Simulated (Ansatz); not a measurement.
Consider the formal exchange of groups at the Se–Se bond: `[SeH][SeH]` + `NCF` → `NC(F)[SeH]` + H₂Se.

Gas-phase electronic energies from Ansatz, PBE0-D4/def2-TZVP geometries. CCSD(T)/CBS adds triple-zeta CCSD(T) − MP2 to the extrapolated MP2 energy (def2 sets, frozen cores). For Se outer-core shells are correlated without core-valence functions, which leaves a few kJ/mol of doubt a bond. Scalar relativity is left out up to krypton. One conformer a species, not always the lowest.

```json
{"species": "`[SeH][SeH]`", "CCSD(T)/CBS(def2) energy (Eh)": "-4802.61264"}
{"species": "`NCF`", "CCSD(T)/CBS(def2) energy (Eh)": "-194.94856"}
{"species": "`NC(F)[SeH]`", "CCSD(T)/CBS(def2) energy (Eh)": "-2595.64140"}
{"species": "H₂Se", "CCSD(T)/CBS(def2) energy (Eh)": "-2401.89790"}
```

**Question.** Work out ΔE.

**Answer.** ΔE = (-2595.64140) + (-2401.89790) − (-4802.61264) − (-194.94856) = 0.02190 Eh = +57.5 kJ/mol.

Largest T1 diagnostic among the species: 0.011.

The D4 term adds −3.0 kJ/mol with B3LYP and −1.6 kJ/mol with PBE0; it sums over pairs of atoms, weighted by their polarisabilities, and B3LYP, whose exchange is more repulsive, gets the larger term. From r2SCAN to r2SCAN0 (25 % exact exchange), in def2-TZVPP and without D4, ΔE moves by +3.4 kJ/mol.

B3LYP here is the variant with VWN-RPA as its local correlation; programs differ in this.
